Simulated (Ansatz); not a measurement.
The same ligand exchange along the group F, Cl, Br.

Isolated molecules relaxed with PBE0-D4/def2-TZVP in Ansatz; ΔE leaves out vibrations. CBS: MP2 limit from def2 TZ/QZ plus the TZ coupled-cluster correction, frozen cores. This one scheme is used for every species. Functionals use def2-TZVPP. B3LYP here is the variant with VWN-RPA as its local correlation; programs differ in this. Elements past krypton have def2 core potentials. For Br, In outer-core shells are correlated without core-valence functions, which leaves a few kJ/mol of doubt a bond. Scalar relativity is left out up to krypton. Each species was taken in one conformer, which may not be the lowest.

```json
{"reaction": "`[CH3][In]([OH])[F]` + H₂S → `[OH][In]([F])[SH]` + CH₄", "B3LYP-D4 (kcal/mol)": "-24.7"}
{"reaction": "`[CH3][In]([OH])[Cl]` + H₂S → `[OH][In]([SH])[Cl]` + CH₄", "B3LYP-D4 (kcal/mol)": "-25.4"}
{"reaction": "`[CH3][In]([OH])[Br]` + H₂S → `[OH][In]([SH])[Br]` + CH₄", "B3LYP-D4 (kcal/mol)": "-23.7"}
```

Task: Give the CCSD(T)/CBS values in the same order. (An estimate is asked.)

Result: Computed: -23.8, -24.5, -23.0 kcal/mol.

Largest T1 diagnostic: 0.016, for `[OH][In]([F])[SH]`.
